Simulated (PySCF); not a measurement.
Sn(NH2)H3.
Bonds: Sn1–N2. Hydrogens: H5, H6, H7 on Sn1; H3, H4 on N2.

A linear-response calculation (PySCF, def2-SVPD basis, gas phase, vertical, core orbitals frozen in the response) gave these numbers; the functional is withheld.

Orbital energies (eV): HOMO-3 -12.07, HOMO-2 -11.04, HOMO-1 -10.99, HOMO -9.16, LUMO 1.44, LUMO+1 1.74, LUMO+2 2.51.

```csv
state,E (eV),f,"main configurations (H = HOMO, L = LUMO)"
S1,5.95,0.050,"H→L (72%), H→L+1 (22%)"
S2,6.84,0.047,"H→L+1 (67%), H→L (25%)"
S3,7.24,0.0006,H→L+2 (96%)
S4,7.70,0.0032,"H→L+3 (45%), H→L+4 (29%), H-2→L (12%)"
S5,7.82,0.052,"H→L+3 (48%), H-2→L (18%), H→L+4 (18%)"
S6,7.94,0.018,"H-1→L (65%), H-1→L+1 (26%)"
```

Triplets, Tamm–Dancoff:

| state | E (eV) | λ (nm) | main configurations (H = HOMO, L = LUMO) |
| --- | --- | --- | --- |
| T1 | 5.43 | 228.2 | H→L (46%), H→L+1 (45%) |
| T2 | 6.48 | 191.4 | H→L (46%), H→L+1 (38%) |
| T3 | 7.11 | 174.4 | H→L+2 (89%) |
| T4 | 7.34 | 168.8 | H→L+3 (72%) |

Vertical ionisation energy by ΔSCF with the same functional: 9.58 eV. Mean static polarisability: 51.6 au.

**Question.** Which of these was used?
A. HF
B. B3LYP
C. PBE
D. wB97X-D

**Answer.** D. wB97X-D is range-separated, 22% exact exchange at short range and 100% at long range (ω = 0.2 bohr⁻¹). In this run −ε(HOMO) = 9.16 eV differs from the ΔSCF value by -0.42 eV, and S1 differs from the orbital gap of 10.61 eV by -4.66 eV. The ratio −ε(HOMO)/IP is 0.96. Small neutral molecules mostly give 0.89 to 0.99 with wB97X-D, 0.5 to 0.7 with PBE, 0.67 to 0.83 with B3LYP; with Hartree–Fock the ratio is 1 or more (Koopmans' value less the relaxation energy is the ΔSCF value).

Computed with TDDFT wB97X-D/def2-SVPD, vertical, gas phase, core orbitals frozen in the response, def2 core potentials past Kr in PySCF 2.14.0, density-fitted response routines. Geometry: PBE0-D3(BJ)/def2-SVP; no solvent, vibrations or thermal averaging. Spin–orbit coupling is left out.
